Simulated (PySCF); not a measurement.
Screening by computed properties: pick the candidate that meets the target.

Species are written as SMILES; each is one conformer at its optimised geometry, gas phase, non-relativistic unless stated; the electronic structure was computed with PySCF and density fitting.

The conformers computed, where there is a choice (atom-mapped SMILES and torsion angles):
- `[CH3:1][Si@H:2]([O:3][SiH2:4])[O:5][SiH2:6][Cl:7]`: C1–Si2–O3–Si4 -77°, C1–Si2–O5–Si6 117°, Si2–O5–Si6–Cl7 -32°
- `[NH2:1][Si@@H:2]1[N:3][SiH2:4][NH:5]1`: H–N1–Si2–N3 25°, H–N1–Si2–N3 -112°
- `[CH3:1][C+:2]=[C:3][CH2:4][CH:5]=[S:6]`: C3–C4–C5–S6 137°
- `[CH3:1][CH2:2][C@H:3]([O:4][SiH2:5])[C:6]([F:7])([F:8])[F:9]`: C1–C2–C3–O4 -67°, C2–C3–O4–Si5 160°, C2–C3–C6–F7 -58°

Question: Wanted: smallest rotational constant between 0.7 GHz and 1.5 GHz (GFN2-xTB) and isotropic g value below 2.003 (unrestricted B3LYP/pcH-1, mean-field spin–orbit), at GFN2-xTB geometries. Which candidate meets both?
A. `[SiH2]1N[Si@@H]([N]1)N` [radical]
B. `C[C+]=[C]CC=S` [radical]
C. `C([C@H](O[SiH2])C(F)(F)F)C` [radical]
D. `C[Si@H](O[SiH2])O[SiH2]Cl` [radical]

Answer: C. Computed values:
```
                             species  smallest rotational constant  isotropic g value
 C[Si@H](O[SiH2])O[SiH2]Cl [radical]                     0.650 GHz            2.00262
C([C@H](O[SiH2])C(F)(F)F)C [radical]                     0.790 GHz            2.00244
             C[C+]=[C]CC=S [radical]                     0.926 GHz            2.00715
    [SiH2]1N[Si@@H]([N]1)N [radical]                     2.047 GHz            2.00397
```
